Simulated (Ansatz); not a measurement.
The cluster Li18. Total charge 0; singlet. Geometry PBE0/def2-SVP.

Cartesian coordinates in Å:
```
Li 3.538 1.299 0.028
Li -3.253 -0.286 -2.240
Li 0.203 -1.115 4.422
Li 1.570 -0.041 2.045
Li -0.634 -2.116 -1.482
Li -1.529 0.657 2.508
Li -3.278 -1.711 0.662
Li -0.220 0.332 -3.298
Li 1.726 2.815 -2.159
Li -0.303 -1.981 1.524
Li 0.431 2.493 0.818
Li -3.790 1.590 0.417
Li -1.499 0.178 -0.216
Li -1.494 2.523 -1.587
Li 1.106 0.469 -0.914
Li 2.201 -2.996 2.666
Li 2.319 -1.934 -0.280
Li 2.906 -0.176 -2.913
```

The restricted singlet is unstable towards broken spin symmetry in Hartree–Fock (as tested in another run); at PBE/def2-TZVP, BLYP/def2-TZVP, r2SCAN/def2-TZVP, PBE0/def2-TZVP and others this wasn't settled. Another isomer (singlet) lies 0.20 eV lower at PBE0/def2-TZVP; other spin states weren't run for this one.

Problem. Estimate the orbital energies around the gap (eV) in Ansatz with PBE/def2-TZVP, BLYP/def2-TZVP, r2SCAN/def2-TZVP, PBE0/def2-TZVP, r2SCAN0/def2-TZVP.

Solution. 
```
orbital  PBE/def2-TZVP  BLYP/def2-TZVP  r2SCAN/def2-TZVP  PBE0/def2-TZVP  r2SCAN0/def2-TZVP
 HOMO−9         -48.89          -49.28            -50.41          -52.95             -54.06
 HOMO−8          -5.25           -4.95             -5.46           -6.24              -6.33
 HOMO−7          -4.39           -4.11             -4.52           -5.18              -5.23
 HOMO−6          -4.39           -4.10             -4.51           -5.17              -5.22
 HOMO−5          -3.92           -3.64             -3.99           -4.55              -4.58
 HOMO−4          -3.44           -3.17             -3.46           -3.93              -3.93
 HOMO−3          -3.25           -2.97             -3.26           -3.68              -3.69
 HOMO−2          -3.20           -2.92             -3.21           -3.62              -3.62
 HOMO−1          -2.92           -2.66             -2.91           -3.32              -3.31
   HOMO          -2.78           -2.52             -2.76           -3.14              -3.12
   LUMO          -2.25           -1.97             -2.16           -1.79              -1.76
 LUMO+1          -2.05           -1.78             -1.93           -1.59              -1.55
 LUMO+2          -2.03           -1.76             -1.92           -1.58              -1.54
 LUMO+3          -1.92           -1.66             -1.81           -1.48              -1.43
 LUMO+4          -1.91           -1.65             -1.78           -1.45              -1.41
 LUMO+5          -1.72           -1.46             -1.58           -1.26              -1.20
```
